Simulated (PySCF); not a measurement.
calicene (C8H6), SMILES C1=CC(=C2C=C2)C=C1. The structure is a stationary point at PBE-D3(BJ)/def2-SVP.

Problem. Give the equilibrium geometry at PBE-D3(BJ)/def2-SVP (PySCF confirms it by a frequency run) as a Z-matrix, and its point group. (An estimate is asked for; the answer gives what the named calculation found.)

Solution. point group C2v.
```
C
C 1 1.3637
C 2 1.4366 1 152.22
C 3 1.3392 2 62.22 1 180.00
H 3 1.0963 4 148.24 2 180.00
H 4 1.0963 3 148.24 5 0.00
C 1 1.4619 2 126.30 3 180.00
C 7 1.3783 1 107.29 2 180.00
H 7 1.0974 8 127.62 1 180.00
H 8 1.0987 7 126.03 9 0.00
C 8 1.4584 10 124.96 7 180.00
C 11 1.3783 8 109.01 10 180.00
H 12 1.0974 11 127.62 8 180.00
H 11 1.0987 12 126.03 13 0.00
```
Charge 0, spin multiplicity 1.
